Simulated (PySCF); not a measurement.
Ionisation energy of V²⁺ by level of theory

V²⁺ [Ar] 3d3 (4F) → V³⁺ [Ar] 3d2 (3F), as a difference of total energies. All numbers are calculated (PySCF 2.14, the spin-free X2C one-electron Hamiltonian (Gaussian nucleus), in cc-pVDZ-DK (6s5p3d1f, 43 functions)). Correlated levels: valence: [Ar] frozen. The calculations carry no spin-orbit coupling.

```csv
method,ionisation energy (eV)
UHF,28.465
PBE,30.178
M06-L,29.794
MP2 (valence),28.748
SCS-MP2 (valence),28.559
```

Q: How much does correlation contribute at MP2 (valence)?

A: 28.748 − (28.465) = 0.283 eV, measured against UHF.

The reference lies between the lowest fine-structure levels, while these numbers refer to the centres of the terms.

Errors of the correlated levels include the incompleteness of this basis and the frozen core.

For comparison: 29.311 eV (measured; NIST Atomic Spectra Database, ionization energies).
